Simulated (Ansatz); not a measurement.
One change: `C[S][GeH2][OH]` becomes `C[S][GeH3]`.

Ansatz, PBE0-D4/def2-TZVP geometries, multiplicity 1. Each molecule was computed in one conformer, which needn't be the lowest.

Scalar relativity is left out up to krypton.

```tsv
property	`C[S][GeH2][OH]`
HOMO–LUMO gap (PBE0/def2-TZVPP) / eV	7.07
LUMO energy (B3LYP/def2-TZVPP) / eV	-0.25
size of the dipole moment (ωB97M-V/def2-TZVPP) / D	2.39
LUMO energy (PBE0/def2-TZVPP) / eV	0.05
HOMO energy (PBE/def2-TZVPP) / eV	-5.79
HOMO–LUMO gap (ωB97M-V/def2-TZVPP) / eV	10.95
```

Task: What does the change do to each property? (An estimate is asked.)

Result: Computed: 
```csv
property,`C[S][GeH3]`,shift
HOMO–LUMO gap (PBE0/def2-TZVPP) / eV,6.90,-0.17
LUMO energy (B3LYP/def2-TZVPP) / eV,-0.12,0.13
size of the dipole moment (ωB97M-V/def2-TZVPP) / D,1.39,-1.00
LUMO energy (PBE0/def2-TZVPP) / eV,0.14,0.09
HOMO energy (PBE/def2-TZVPP) / eV,-5.56,0.23
HOMO–LUMO gap (ωB97M-V/def2-TZVPP) / eV,10.90,-0.05
```

With PBE0 the HOMO rises by 0.25 eV and the LUMO rises by 0.09 eV, so the gap narrows by about 0.16 eV. PBE moves the HOMO by 0.23 eV and ωB97M-V by 0.27 eV. Dipoles are sizes alone; their direction can turn.

B3LYP here is the variant with VWN-RPA as its local correlation; programs differ in this.
